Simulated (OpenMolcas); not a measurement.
Dy4+: from CASSCF to CASPT2

| Quantity | Value |
| --- | --- |
| Program | OpenMolcas 26.06 |
| Basis | ANO-R3 [9s8p5d5f3g2h] |
| Scalar Hamiltonian | X2C, finite nucleus |
| Active space | 8 electrons in 7 orbitals (4f) |
| State averaging | 2S+1 = 7 even, 7 roots; 2S+1 = 5 even, 140 roots (31 in the spin-orbit step) |
| Spin-orbit coupling | RASSI with atomic mean-field integrals over the reference wave functions, term energies averaged over their components |

Methods on the same reference wave functions:
A. CASSCF
B. SS-CASPT2, IPEA 0.25 Eh, imaginary shift 0.1 Eh (closed shells correlated: 5s 5p)

Energies in cm⁻¹ above 4f⁸ ⁷F₆.

```csv
Level,A,B
4f⁸ ⁷F₆,0.0,0.0
4f⁸ ⁷F₅,2735,2790
4f⁸ ⁷F₄,4492,4520
4f⁸ ⁷F₃,5719,5730
4f⁸ ⁷F₂,6552,6550
4f⁸ ⁷F₁,7069,7060
4f⁸ ⁷F₀,7316,7300
4f⁸ ⁵D₄,26591,23680
```

The lowest spin-free term lies below A's lowest term by 0.657 hartree in B.

CASPT2 does not keep the components of a term degenerate, so their means are used; among the terms shown or strongly mixed into the levels shown the widest spread is 55 cm-1 (4f⁸ ⁵D, B). High states are left out of the spin-orbit mixing, which shifts the levels that they would mix with. Without dynamic correlation excited terms often stand tens of per cent too high (terms of higher spin than the ground term too low), and those without a measured partner can miss by more than the paired ones (holds for A). Levels of configurations outside the active space are missing. The table leaves out levels that lie high or whose names do not pair safely across all columns.
